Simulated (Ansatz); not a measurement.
Ligand-field states of CrCl3 at its B3LYP-D4/def2-SVP geometry (relaxed as a quartet).

```xyz
4

Cr    0.048    0.036    0.024
Cl   -0.240   -0.998    1.877
Cl   -1.133    1.764   -0.425
Cl    1.325   -0.802   -1.476
```

CASSCF(3,5) on the Cr 3d shell in def2-TZVP, averaged with equal weights over 10 quartets and 12 doublets, then SC-NEVPT2; Ansatz, no spin–orbit coupling. The space holds no ligand orbitals and no second d shell, so covalent complexes are described poorly.

(1) Estimate the states' energies above the lowest.

## Answers

(1) 
```tsv
state	CASSCF (eV)	NEVPT2 (eV)
quartet 1	0.00	0.00
quartet 2	0.35	0.68
quartet 3	0.36	0.67
quartet 4	0.58	1.01
quartet 5	0.58	1.01
quartet 6	0.72	1.03
quartet 7	0.72	1.03
quartet 8	2.38	2.57
quartet 9	3.48	3.65
quartet 10	3.48	3.65
doublet 1	1.77	1.67
doublet 2	1.86	1.79
doublet 3	1.86	1.79
doublet 4	1.98	1.92
doublet 5	1.98	1.92
doublet 6	2.04	2.11
doublet 7	2.06	1.89
doublet 8	2.06	1.89
doublet 9	2.29	2.35
doublet 10	2.29	2.35
doublet 11	2.39	2.53
doublet 12	2.41	2.54
```
The lowest NEVPT2 state is a quartet. Hardware: 2 threads of AMD EPYC 7R43 on a shared host. Wall time 47 s, peak host memory 0.74 GiB.
